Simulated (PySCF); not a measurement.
Polarisability and C₆ of W (tungsten, neutral)

[Xe] 4f14 5d4 6s2, high-spin 5D determinant. All numbers are calculated (PySCF 2.14, a scalar-relativistic core potential, in aug-cc-pwCVTZ-PP with ECP60MDF). Coupled (time-dependent) response in atomic units; α is the mean over directions.

| method | mean α (bohr³) | α xx, yy, zz | C₆ (like pair) | S(−4) |
| --- | --- | --- | --- | --- |
| UHF | 101.7 | 108.8, 108.8, 87.54 | 1255 | 9260 |
| PBE | 72.10 | 74.42, 74.42, 67.45 | 882.0 | 2072 |

S(−4) is the Cauchy moment in α(ω) = α(0) + S(−4) ω² + …

Reference α: 68 ± 15 bohr³ (recommended; Schwerdtfeger and Nagle, table of static dipole polarizabilities (2023 update)). Published C₆: 757.0 (Gould and Bucko (2016)).

Spin-orbit coupling is absent.

Hartree-Fock lies above the reference because it lacks correlation, which contracts the outer shell.

α(iu) at PBE:

```json
{"u (hartree)": "0", "α(iu) (bohr³)": "72.10"}
{"u (hartree)": "0.0500", "α(iu) (bohr³)": "67.41"}
{"u (hartree)": "0.100", "α(iu) (bohr³)": "57.25"}
{"u (hartree)": "0.200", "α(iu) (bohr³)": "38.18"}
{"u (hartree)": "0.300", "α(iu) (bohr³)": "26.41"}
{"u (hartree)": "0.500", "α(iu) (bohr³)": "15.04"}
{"u (hartree)": "0.750", "α(iu) (bohr³)": "9.176"}
{"u (hartree)": "1.00", "α(iu) (bohr³)": "6.347"}
{"u (hartree)": "1.50", "α(iu) (bohr³)": "3.668"}
{"u (hartree)": "2.00", "α(iu) (bohr³)": "2.418"}
{"u (hartree)": "3.00", "α(iu) (bohr³)": "1.279"}
{"u (hartree)": "5.00", "α(iu) (bohr³)": "0.5281"}
```

A single London oscillator, α(iu) = α/(1 + u²/ω²), gives C₆ = (3/4) ω α². Matching the computed C₆ needs ω = 4 × 882.0 / (3 × 72.10²) = 0.226 hartree.

The components differ because the open shell of this determinant is not spherical; for a pure term their mean is the scalar polarisability.

Energies and moments cover only the electrons outside the core potential. Spin-orbit coupling, absent here, splits the open shell strongly.
